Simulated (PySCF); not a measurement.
**Worked example: chemical shift, span and skew from a shielding tensor**

CH₅BrO₂Si, SMILES [Si](O)(C)(Br)O. Atoms are numbered in the order given.

```xyz
10

C      2.1986    -0.0299    -0.5480
Si     0.3776     0.2478    -0.7249
O     -0.3250    -0.6320    -1.9433
O      0.1467     1.8584    -1.0032
Br    -0.6613    -0.3891     1.1844
H      2.6076     0.6069     0.2508
H      2.7084     0.2208    -1.4920
H      2.4102    -1.0810    -0.3015
H     -0.8832    -1.3736    -1.6825
H     -0.7493     2.1430    -1.2211
```
Charge 0, spin multiplicity 1.

Coordinates come from a B3LYP-D3(BJ)/def2-SVP optimisation. The structure was generated by enumeration, and PubChem lists no compound with its InChIKey, so it may never have been made. Other conformers were not sampled.

GIAO shieldings from PySCF with PBE/pcSseg-1, non-relativistic, no solvent. The symmetric part of the tensor of C1 has the principal values 167.9, 171.5, 190.8 ppm. The same nucleus in TMS has σ = 182.0 ppm at this level (PySCF, at its B3LYP-D3(BJ)/def2-TZVP geometry). Without spin–orbit terms, shifts of atoms bonded to Cl or Br come out too high.

### Question
Work out the isotropic shielding, the ¹³C shift against TMS, the span and the skew.

### Answer

σ(iso) = (σ11 + σ22 + σ33)/3 = 176.7 ppm. δ = σ(ref) − σ(iso) = 182.0 − (176.7) = 5.3 ppm.
Span Ω = σ33 − σ11 = 22.9 ppm. Skew κ = 3(σ(iso) − σ22)/Ω = 0.69. Tumbling in solution averages the tensor to δ; in a static solid the shielding alone would spread this spin-1/2 line over Ω.
